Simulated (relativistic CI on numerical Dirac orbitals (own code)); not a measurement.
# The 16-electron sequence from Ba⁴⁰⁺ to Re⁵⁹⁺

Computed by Dirac-Coulomb-Breit CI, KLI orbitals optimised for each configuration, model QED, unscaled Slater integrals (own radial code, finite nucleus).

CI space (outside the closed core [Ne]): 3s²3p⁴, 3s3p⁵, 3p⁶, 3s²3p³3d, 3s3p⁴3d, 3s²3p²3d², 3s²3p3d³, 3s3p²3d³. Double excitations out of closed p, d and f shells are left out; levels of such configurations are missing from the list, as are those of other unlisted configurations, and high levels can miss mixing partners.

Energies above each ion's lowest level, in eV. Levels are followed by their leading LS label, which can pass from one level to another where the coupling changes.

```
  Ion  3s²3p⁴ ³P2  3s²3p⁴ ¹S0  3s²3p⁴ ³P1  3s²3p⁴ ¹D2  3s²3p³3d ³F°3
Ba⁴⁰⁺           0      13.415      90.235      97.639         172.24
La⁴¹⁺           0      13.772      98.321      105.86         176.35
Ce⁴²⁺           0      14.128      106.96      114.63         180.47
Pr⁴³⁺           0      14.484      116.18      123.99         184.59
Nd⁴⁴⁺           0       14.84      126.01      133.95         188.71
Pm⁴⁵⁺           0      15.195      136.47      144.55         192.84
Sm⁴⁶⁺           0      15.551      147.61      155.82         196.97
Eu⁴⁷⁺           0      15.907      159.45       167.8         201.11
Gd⁴⁸⁺           0      16.263      172.04      180.51         205.26
Tb⁴⁹⁺           0      16.619      185.39         194         209.41
Dy⁵⁰⁺           0      16.975      199.56       208.3         213.57
Ho⁵¹⁺           0      17.332      214.57      223.45         217.73
Er⁵²⁺           0      17.689      230.48      239.49         221.91
Tm⁵³⁺           0      18.047      247.32      256.45          226.1
Yb⁵⁴⁺           0      18.405      265.13       274.4         230.29
Lu⁵⁵⁺           0      18.764      283.97      293.36         234.49
Hf⁵⁶⁺           ?           ?           ?           ?              ?
Ta⁵⁷⁺           0      19.483      324.89      334.54         242.94
 W⁵⁸⁺           0      19.844      347.08      356.86         247.17
Re⁵⁹⁺           0      20.206       370.5       380.4         251.42
```

Problem. Fill in the row of Hf⁵⁶⁺.

Solution. 3s²3p⁴ ³P2 0, 3s²3p⁴ ¹S0 19.123, 3s²3p⁴ ³P1 303.87, 3s²3p⁴ ¹D2 313.39, 3s²3p³3d ³F°3 238.71 (eV).

The lowest level keeps the configuration 3s²3p⁴ and J = 2 throughout.
